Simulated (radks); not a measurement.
Results of a calculation; reference values are marked as such.
Problem. Radial electron density D(r) = 4 pi r^2 rho(r) of an atom or ion with 2 electrons. Level of theory: non-relativistic Kohn-Sham, PBE, spin-unpolarised, spherical densities, point nucleus (a radial shooting solver on a logarithmic mesh with Libxc functionals).

| r (bohr) | D(r) (e/bohr) |
|---|---|
| 0.01863 | 0.2533 |
| 0.02169 | 0.3330 |
| 0.02545 | 0.4416 |
| 0.02963 | 0.5739 |
| 0.03449 | 0.7409 |
| 0.04015 | 0.9489 |
| 0.04712 | 1.219 |
| 0.05485 | 1.530 |
| 0.06386 | 1.896 |
| 0.07494 | 2.339 |
| 0.08724 | 2.808 |
| 0.1016 | 3.305 |
| 0.1182 | 3.804 |
| 0.1387 | 4.290 |
| 0.1615 | 4.663 |
| 0.188 | 4.896 |
| 0.2189 | 4.941 |
| 0.2569 | 4.749 |
| 0.2991 | 4.333 |
| 0.3482 | 3.720 |
| 0.4053 | 2.978 |
| 0.4756 | 2.160 |
| 0.5537 | 1.448 |
| 0.6446 | 0.8712 |
| 0.7564 | 0.4462 |
| 0.8806 | 0.2034 |
| 1.025 | 0.07815 |
| 1.193 | 0.02459 |

What is the nuclear charge?

Solution. Z = 5. The innermost maximum, from 1s, lies near 1/Z = 0.2 bohr (found: 0.210), and its height grows with Z. The density is that of the boron ion B3+ in [He]; the configuration itself is not fixed sharply by these data. D(r) has 1 maximum, at r = 0.210 bohr.
